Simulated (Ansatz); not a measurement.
C₂H₈OSi₂ (`O[SiH2]/C=C\[SiH3]`), relaxed with RKS PBE-D4/def2-SVP in Ansatz from a rough embedded geometry. The force threshold is 0.03 eV/Å; the program also tests the step.

Charge 0, multiplicity 1.

Start:

```xyz
13

O     2.265   -0.157   -0.973
Si    0.856    0.591   -1.508
C    -0.104    1.272   -0.070
C    -0.790    0.606    0.904
Si   -0.998   -1.198    1.172
H     2.094   -0.825   -0.276
H     1.288    1.713   -2.400
H     0.080   -0.411   -2.238
H    -0.162    2.306   -0.070
H    -1.321    1.175    1.684
H    -2.026   -1.758    0.254
H     0.237   -1.885    0.934
H    -1.419   -1.429    2.589
```

```tsv
step	energy (eV)	largest force (eV/Å)	largest move (Å)
1	-19984.9925	2.143	0.000
2	-19985.2414	0.490	0.112
3	-19985.2534	0.462	0.106
4	-19985.2812	0.218	0.076
5	-19985.2895	0.148	0.063
6	-19985.2975	0.142	0.195
7	-19985.2989	0.151	0.107
8	-19985.3027	0.104	0.061
9	-19985.3045	0.038	0.033
10	-19985.3051	0.012	0.034
11 (rejected)	-19985.3039	0.275	0.184
13	-19985.3071	0.210	0.098
15	-19985.3104	0.019	0.048
17 (rejected)	-19985.3130	0.234	0.191
19	-19985.3213	0.161	0.098
21	-19985.3248	0.143	0.071
23	-19985.3310	0.309	0.110
25	-19985.3462	0.130	0.200
27	-19985.3546	0.318	0.196
29	-19985.3646	0.137	0.094
31	-19985.3709	0.175	0.093
33	-19985.3738	0.161	0.046
35	-19985.3764	0.102	0.079
37	-19985.3773	0.058	0.029
38	-19985.3775	0.016	0.031
```

End:

```xyz
13

O     1.716   -0.725   -0.551
Si    1.153    0.723   -1.211
C    -0.442    1.267   -0.381
C    -1.137    0.576    0.557
Si   -0.750   -1.125    1.299
H     1.275   -1.534   -0.867
H     2.229    1.742   -0.970
H     0.918    0.603   -2.700
H    -0.838    2.257   -0.690
H    -2.055    1.048    0.959
H    -1.942   -1.522    2.130
H    -0.589   -2.187    0.238
H     0.460   -1.124    2.187
```

It took 55 s on 4 threads of an Arm Neoverse V1 on a shared host, with 0.17 GiB of host memory at the peak.
